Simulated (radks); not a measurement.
Q: The table gives one normalised radial function P(r) = r R(r) of Sr37+ in 1s1 (r in bohr). Method: non-relativistic Kohn-Sham, PBE, spin-polarised, spherical densities, point nucleus; open shells are filled with parallel spins first (spin-orbit coupling, left out, can overturn this in heavy ions); relativity is left out, which matters for an element this heavy; computed with a radial shooting solver on a logarithmic mesh with Libxc functionals.

r          P
0.001535  0.6788
0.001921  0.8369
0.002422  1.0354
0.00303   1.2658
0.003791  1.5384
0.004781  1.8684
0.005981  2.2332
0.007543  2.6538
0.009437  3.0893
0.01181   3.5318
0.01489   3.9612
0.01863   4.2989
0.0233    4.5019
0.02939   4.5049
0.03677   4.2577
0.04637   3.7285
0.05801   2.9980
0.07258   2.1583
0.09153   1.3268
0.1145    0.6948
0.1444    0.2823

Which n and l does it have? It may be an empty orbital.

A: n = 1, l = 0: the number of nodes gives n - l - 1 = 0, the rise at small r (about r^(l+1)) gives l, and the extent must fit the shell. The curve is that of 1s up; the table hardly tells the two spins apart. 1s up: eigenvalue -19403.9 eV, 0 radial nodes, <r> = 0.0395 bohr, 90 % of the charge inside 0.0701 bohr.
